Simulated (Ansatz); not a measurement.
Basis-set extrapolation for CH10AlNSi2 (`C[SiH]([SiH3])[NH][AlH2]`) (PBE0-D4/def2-TZVP geometry, frozen core, the Gaussian-basis code of Ansatz). Multiplicity 1, RHF reference.

|  | def2-TZVPP | def2-QZVPP |
| --- | --- | --- |
| HF | -918.053814 | -918.084084 |
| MP2 correlation | -0.725719 | -0.776231 |
| CCSD(T) correlation | -0.826431 | not run |

Energies in hartree. Use E(X) = E(∞) + A·exp(−7.88·√X) for Hartree–Fock and E(X) = E(∞) + B·X^(−2.97) for correlation, with X = 3 and 4, and add CCSD(T) minus MP2 of the smaller set to the MP2 limit.

Question: What is the CCSD(T) energy at the basis-set limit?

Answer: HF limit: -918.084084 + (-0.030270) × 0.13774 = -918.08825. MP2 limit: -0.776231 + (-0.050512) × 0.74074 = -0.81365. Higher-order term: -0.826431 − (-0.725719) = -0.10071. Total: -919.00261 hartree, 76.8 kcal/mol below CCSD(T)/def2-TZVPP.
